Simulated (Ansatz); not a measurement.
Stepwise reaction of `B[SiH](B)F` with water, as a gas-phase model of exchange steps in deposition or etching. ΔE in kJ/mol; ΔG adds harmonic PBE0-D4 terms to CCSD(T)/CBS, at 1 bar.

Program: Ansatz. Geometries: PBE0-D4/def2-TZVP. ΔE: electronic, gas phase. CBS: MP2 limit from def2 TZ/QZ plus the TZ coupled-cluster correction, frozen cores. This one scheme is used for every species. Functionals use def2-TZVPP. B3LYP here is the variant with VWN-RPA as its local correlation; programs differ in this. Each species was taken in one conformer, which may not be the lowest.

```
step                                 reaction  PBE-D4  B3LYP-D4  ωB97M-V  CCSD(T)/CBS  ΔG(600 K)
   2  `B[SiH](O)F` + H₂O → `O[SiH](O)F` + BH₃  -128.2    -148.0   -152.5       -147.1     -142.1
```

**Question.** Give the row of step 1, `B[SiH](B)F` + H₂O → `B[SiH](O)F` + BH₃. (Best estimate.)

**Answer.** Ansatz gave: 
| step | reaction | PBE-D4 | B3LYP-D4 | ωB97M-V | CCSD(T)/CBS | ΔG(600 K) |
| --- | --- | --- | --- | --- | --- | --- |
| 1 | `B[SiH](B)F` + H₂O → `B[SiH](O)F` + BH₃ | -93.0 | -117.1 | -121.6 | -116.8 | -113.2 |

**Question.** By hand: ΔE of the 2 steps together at CCSD(T)/CBS.

**Answer.** (-116.8) + (-147.1) = -263.9 kJ/mol, or -131.9 kJ/mol a step.

In ΔE each step is lower than the one before. All are downhill at CCSD(T)/CBS. ΔG lies between -142.1 and -113.2 kJ/mol a step. PBE-D4 differs from CCSD(T)/CBS by 18.9 to 23.8 kJ/mol a step. Isolated molecules leave out the surface, adducts and barriers. Largest T1 diagnostic: 0.013.
